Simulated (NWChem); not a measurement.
Everything below was run with NWChem. System: hexafluorodisilane (F6Si2), charge 0, spin multiplicity 1, at a geometry optimised with B3LYP/def2-SVP. Level: G0W0@PBE/def2-SVP, RI basis def2-svp-rifit.

The NWChem input:

```
start mol
memory heap 200 mb stack 700 mb global 1700 mb
geometry units angstroms nocenter noautoz
  F     -0.768000     1.717642     1.300716
  Si    -0.011476     1.161591     0.000000
  F      1.484815     1.739951     0.000000
  F     -0.768000     1.717642    -1.300716
  Si     0.011476    -1.161591     0.000000
  F      0.768000    -1.717642     1.300716
  F     -1.484815    -1.739951     0.000000
  F      0.768000    -1.717642    -1.300716
  symmetry group C2h
end
basis spherical
  * library def2-svp
end
basis "ri basis" bse spherical
  * library def2-svp-rifit
end
dft
  xc xpbe96 cpbe96
  iterations 100
  direct
  tolerances tight
end
task dft energy
gw
  states alpha occ 4 vir 2
end
task dft gw
```

Output (cleaned and shortened):

```
             Northwest Computational Chemistry Package (NWChem) 7.3.0
             --------------------------------------------------------

                                NWChem Input Module
                                -------------------

 Scaling coordinates for geometry "geometry" by  1.889725989
 (inverse scale =  0.529177249)

 Turning off AUTOSYM since
 SYMMETRY directive was detected!

                             Geometry "geometry" -> ""
                             -------------------------

 Output coordinates in angstroms (scale by  1.889725989 to convert to a.u.)

  No.       Tag          Charge          X              Y              Z
 ---- ---------------- ---------- -------------- -------------- --------------
    1 F                    9.0000    -0.76800000     1.71764200     1.30071600
    2 Si                  14.0000    -0.01147600     1.16159100     0.00000000
    3 F                    9.0000     1.48481500     1.73995100     0.00000000
    4 F                    9.0000    -0.76800000     1.71764200    -1.30071600
    5 Si                  14.0000     0.01147600    -1.16159100     0.00000000
    6 F                    9.0000     0.76800000    -1.71764200     1.30071600
    7 F                    9.0000    -1.48481500    -1.73995100     0.00000000
    8 F                    9.0000     0.76800000    -1.71764200    -1.30071600

 Effective nuclear repulsion energy (a.u.)     612.2786312429

            Nuclear Dipole moment (a.u.)
            ----------------------------
        X                 Y               Z
 ---------------- ---------------- ----------------
     0.0000000000     0.0000000000     0.0000000000

      Symmetry information
      --------------------

 Group name             C2h
 Group number             21
 Group order               4
 No. of unique centers     3

      Symmetry unique atoms

     1    2    3


 Summary of "ao basis" -> "" (spherical)
 ------------------------------------------------------------------------------
       Tag                 Description            Shells   Functions and Types
 ---------------- ------------------------------  ------  ---------------------
 *                          def2-svp                  on all atoms

 new library libraries.bse/

 Summary of "ri basis" -> "" (spherical)
 ------------------------------------------------------------------------------
       Tag                 Description            Shells   Functions and Types
 ---------------- ------------------------------  ------  ---------------------
 *                       def2-svp-rifit               on all atoms

  pbe96 is a nonlocal functional; adding pw91lda local functional.

                                 NWChem DFT Module
                                 -----------------

 Summary of "ao basis" -> "ao basis" (spherical)
 ------------------------------------------------------------------------------
       Tag                 Description            Shells   Functions and Types
 ---------------- ------------------------------  ------  ---------------------
 F                          def2-svp                 6       14   3s2p1d
 Si                         def2-svp                 8       18   4s3p1d

 Summary of "ao basis" -> "ao basis" (spherical)
 ------------------------------------------------------------------------------
       Tag                 Description            Shells   Functions and Types
 ---------------- ------------------------------  ------  ---------------------
[...]
  ----- ------------  ---------------      ----- ------------  ---------------
    17      0.245546  2 Si s                 63      0.245546  5 Si s
    23     -0.227628  2 Si py                69      0.227628  5 Si py
    37     -0.207377  3 F  py                97      0.207377  7 F  py
     5     -0.206286  1 F  py                51     -0.206286  4 F  py
    83      0.206286  6 F  py               111      0.206286  8 F  py

 Vector   42  Occ=0.000000D+00  E=-5.610823D-02  Symmetry=au
              MO Center= -1.1D-14, -3.1D-14, -6.0D-15, r^2= 3.3D+00
   Bfn.  Coefficient  Atom+Function         Bfn.  Coefficient  Atom+Function
  ----- ------------  ---------------      ----- ------------  ---------------
    27      0.510478  2 Si pz                73      0.510478  5 Si pz
    24      0.226047  2 Si pz                70      0.226047  5 Si pz
    29     -0.178027  2 Si d -1              75      0.178027  5 Si d -1
     3     -0.174818  1 F  s                 49      0.174818  4 F  s
    81     -0.174818  6 F  s                109      0.174818  8 F  s

 Vector   43  Occ=0.000000D+00  E=-5.610771D-02  Symmetry=bu
              MO Center=  9.5D-15, -2.1D-14,  3.6D-15, r^2= 3.3D+00
   Bfn.  Coefficient  Atom+Function         Bfn.  Coefficient  Atom+Function
  ----- ------------  ---------------      ----- ------------  ---------------
    25      0.510451  2 Si px                71      0.510451  5 Si px
    22      0.226035  2 Si px                68      0.226035  5 Si px
    35     -0.201888  3 F  s                 95      0.201888  7 F  s
    28     -0.179226  2 Si d -2              74      0.179226  5 Si d -2
    37     -0.145884  3 F  py                97     -0.145884  7 F  py

 Vector   44  Occ=0.000000D+00  E=-1.744375D-02  Symmetry=bu
              MO Center= -1.6D-16,  3.2D-15,  1.5D-15, r^2= 4.3D+00
   Bfn.  Coefficient  Atom+Function         Bfn.  Coefficient  Atom+Function
  ----- ------------  ---------------      ----- ------------  ---------------
    18      0.972422  2 Si s                 64     -0.972422  5 Si s
    17      0.531349  2 Si s                 63     -0.531349  5 Si s
    16      0.323835  2 Si s                 62     -0.323835  5 Si s
     3     -0.240718  1 F  s                 35     -0.240672  3 F  s
    49     -0.240718  4 F  s                 81      0.240718  6 F  s

 center of mass
 --------------
 x =   0.00000000 y =  -0.00000000 z =   0.00000000

 moments of inertia (a.u.)
 ------------------
        1940.177018973016          10.098392093271           0.000000000000
          10.098392093271         918.376065870983           0.000000000000
           0.000000000000           0.000000000000        1940.284660723332

     Multipole analysis of the density
     ---------------------------------

     L   x y z        total         alpha         beta         nuclear
     -   - - -        -----         -----         ----         -------
     0   0 0 0     -0.000000    -41.000000    -41.000000     82.000000

     1   1 0 0     -0.000000     -0.000000     -0.000000      0.000000
     1   0 1 0     -0.000000     -0.000000     -0.000000      0.000000
     1   0 0 1     -0.000000     -0.000000     -0.000000      0.000000

     2   2 0 0    -41.604450   -129.579544   -129.579544    217.554638
     2   1 1 0      0.004921      2.429930      2.429930     -4.854939
     2   1 0 1      0.000000      0.000000      0.000000      0.000000
     2   0 2 0    -42.081340   -375.441196   -375.441196    708.801051
     2   0 1 1     -0.000000     -0.000000     -0.000000      0.000000
     2   0 0 2    -41.604439   -129.553691   -129.553691    217.502943

 Task  times  cpu:        2.7s     wall:        2.7s

                                NWChem Input Module
                                -------------------

                                 NWChem GW Module
                                 ----------------

                             ***********************
                             ***        GW       ***
                             ***********************

 Summary of "ri basis" -> "ri basis" (spherical)
 ------------------------------------------------------------------------------
       Tag                 Description            Shells   Functions and Types
 ---------------- ------------------------------  ------  ---------------------
 F                       def2-svp-rifit             16       48   6s5p4d1f
 Si                      def2-svp-rifit             20       62   8s5p5d2f

                 Memory Information
                 ------------------
          Available GA per process is          1699.9 MBs
          Available stack per process is        700.0 MBs
          Available heap per process is           0.0 MBs

          Peak memory in Initialization
              Peak GA per process is                 17.4 MBs
              Peak stack per process is               0.1 MBs
              Peak heap per process is               18.1 MBs
              Memory not in MA per process            0.0 MBs

          Peak memory in AFF Calculation
              Peak GA per process is                106.2 MBs
              Peak stack per process is              80.0 MBs
              Peak heap per process is                0.0 MBs
              Memory not in MA per process           80.0 MBs

          Computing 2-center integrals
          Computing Inverse Cholesky factor
          Computing 3-center integrals
          Computing V_xc ...

          Computing Sigma_x
          Computing RPA polarizability
          Solving quasiparticle equations

                  Alpha Orbitals
          State     Energy (eV)     Error (eV)
          -----------------------------------
@GW        38        -14.312           0.003
@GW        39        -13.987           0.003
@GW        40        -13.977           0.003
@GW        41        -11.807           0.002
@GW        42          2.156           0.002
@GW        43          2.156           0.002

   Applying  -3.0922 eV scissor-shift to rest of particle states

   Applying   3.6826 eV scissor-shift to rest of hole states

     GW Timing Statistics
   ------------------------
   Init.   :          0.0s
     ERIs  :          0.8s
     Distr.:          0.0s
     Vxc   :          0.1s
   Sigma_x :          0.0s
   RPA     :          6.6s
   Wmn     :          0.1s
   Sigma_c :          0.0s
   GW total:          7.7s

 Task  times  cpu:        7.7s     wall:        7.7s

 Total times  cpu:       10.5s     wall:       10.5s
```
